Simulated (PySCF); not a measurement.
# ISN: one-bond stretch

All numbers come from PBE0 in PySCF with S def2-TZVP, N def2-TZVP, I def2-TZVP with ECP28; scalar-relativistic core potentials, no spin–orbit coupling; density-fitted integrals.

Rigid scan from the singlet minimum (S–I 2.549 Å, S–N 1.451 Å; I–S–N 118.4°). Coordinate: the bond from S to the last atom (I) scaled, the rest fixed. Energies in kJ/mol from the minimum.

```json
{"scale of one bond": "0.92", "E (kJ/mol)": "19.0", "dipole size (D)": "1.80"}
{"scale of one bond": "0.96", "E (kJ/mol)": "4.2", "dipole size (D)": "1.63"}
{"scale of one bond": "1.00", "E (kJ/mol)": "0.0", "dipole size (D)": "1.68"}
{"scale of one bond": "1.05", "E (kJ/mol)": "4.9", "dipole size (D)": "1.98"}
{"scale of one bond": "1.12", "E (kJ/mol)": "23.2", "dipole size (D)": "2.60"}
{"scale of one bond": "1.20", "E (kJ/mol)": "51.8", "dipole size (D)": "3.36"}
{"scale of one bond": "1.35", "E (kJ/mol)": "108.5", "dipole size (D)": "4.60"}
{"scale of one bond": "1.55", "E (kJ/mol)": "169.5", "dipole size (D)": "–"}
{"scale of one bond": "1.80", "E (kJ/mol)": "217.1", "dipole size (D)": "–"}
{"scale of one bond": "2.20", "E (kJ/mol)": "252.8", "dipole size (D)": "–"}
```

At long bonds a restricted determinant can lie too high, and another spin state can fall below this curve.

Other isomers or separated fragments may lie lower.
